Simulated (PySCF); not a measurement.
C8H8OSeSi, SMILES c1coc([SiH2]c2ccc[se]2)c1, GFN2-xTB optimised geometry. Atoms within 1.6 Å of the plane z = 1.0 Å (x, y, z in Å): C1 (-1.68, 3.27, 0.00), C2 (-2.14, 1.99, 0.01), O3 (-1.12, 1.13, 0.01), C4 (0.04, 1.84, 0.00), Si5 (1.65, 0.89, 0.00), C6 (1.19, -0.93, 0.00), C7 (2.06, -1.98, 0.00), C8 (1.48, -3.27, 0.00), C9 (0.13, -3.27, 0.00), Se10 (-0.58, -1.56, 0.00), C11 (-0.27, 3.17, 0.00), H12 (-2.26, 4.17, 0.00), H13 (-3.13, 1.58, 0.01), H14 (2.42, 1.23, 1.21), H16 (3.13, -1.83, 0.00), H17 (2.07, -4.17, 0.00), H18 (-0.51, -4.14, 0.00), H19 (0.44, 3.98, -0.01).

Calculation: CAM-B3LYP/def2-SVP (PySCF).

Map of the electron localisation function on the plane z = 1.0 Å:

```
|000000000000000000000000000|
|000000000000000000000000000|
|000000000000000000000000000|
|000000024200002100000000000|
|000000046410025510000000000|
|000000025532246400000000000|
|000000003565554100000000000|
|000000014764663000000000000|
|000000026730474101651000000|
|000001356620276229997000000|
|000004764423256369999200000|
|000003531156213269999200000|
|000000100045100138996000000|
|000000000000001432110000000|
|000000000024523662000000000|
|000000002689864664100000000|
|000000003798873466445400000|
|000000002588761046556400000|
|000000000245541035321100000|
|000000000001466564100000000|
|000000000001466664100000000|
|000000000003543345410000000|
|000000000015520026620000000|
|000000000003300003410000000|
|000000000000000000000000000|
|000000000000000000000000000|
|000000000000000000000000000|
```
Scale: ten equal steps from 0.000 (start of '0') to 1.000 (end of '9'), in the order '0123456789'; x runs from -6.50 to 6.50, y from -6.50 (bottom) to 6.50 (top).
